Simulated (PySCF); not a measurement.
# Correlation energy of Gd⁺ (gadolinium, charge +1)

[Xe] 4f7 5d1 6s1, high-spin 10D determinant. All numbers are calculated (PySCF 2.14, the spin-free X2C one-electron Hamiltonian (Gaussian nucleus), in ANO-RCC-VTZP (8s7p5d3f2g1h, 104 functions)). Frozen: [Kr] 4d10; 17 electrons correlated.

MP2 pair energies summed by pair of shells (mhartree):

```json
{"pair": "4f-5p", "energy": "-153.36", "share (%)": "28.1"}
{"pair": "4f-4f", "energy": "-128.38", "share (%)": "23.5"}
{"pair": "5p-5p", "energy": "-116.78", "share (%)": "21.4"}
{"pair": "5s-5p", "energy": "-35.23", "share (%)": "6.5"}
{"pair": "4f-5s", "energy": "-34.39", "share (%)": "6.3"}
{"pair": "5p-5d", "energy": "-26.95", "share (%)": "4.9"}
{"pair": "5p-6s", "energy": "-19.10", "share (%)": "3.5"}
{"pair": "4f-5d", "energy": "-11.35", "share (%)": "2.1"}
{"pair": "4f-6s", "energy": "-6.14", "share (%)": "1.1"}
{"pair": "5s-5s", "energy": "-6.07", "share (%)": "1.1"}
{"pair": "5s-5d", "energy": "-3.78", "share (%)": "0.7"}
{"pair": "5d-6s", "energy": "-3.38", "share (%)": "0.6"}
{"pair": "5s-6s", "energy": "-1.06", "share (%)": "0.2"}
```

Total MP2 correlation energy: -545.98 mhartree.

Same-spin part -276.92 and opposite-spin part -269.07 mhartree; SCS-MP2 scales them by 1/3 and 6/5 to -415.18 mhartree.
